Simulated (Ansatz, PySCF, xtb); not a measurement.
Noncovalent pair: N2 (SMILES N#N) (first 2 atoms) with HI (SMILES I); geometry from B3LYP-D3(BJ)/def2-TZVP.
(charge 0, multiplicity 1):
```xyz
4

N      0.1017     0.1100    -1.0051
N      0.2101     0.1195     0.0801
I      0.5059     0.1592     4.2894
H      0.4214     0.1429     2.6765
```

Interaction energies are E(AB) − E(A) − E(B) at the monomers' geometry in the complex; basis-set methods are counterpoise corrected.

Cores are frozen in the correlated methods. Filled d and f shells under p-block atoms count as core. CBS: X⁻³ extrapolation of the correlation energy, Hartree–Fock from the larger set.

Run with Ansatz (a program for electronic structure) with Gaussian orbitals; PySCF for the dispersion terms; xtb for the GFN methods.  In def2 rows elements past Kr take small-core potentials, without spin–orbit coupling.

Task: What interaction energy does GFN2-xTB give?

Result: -1.3 kcal/mol
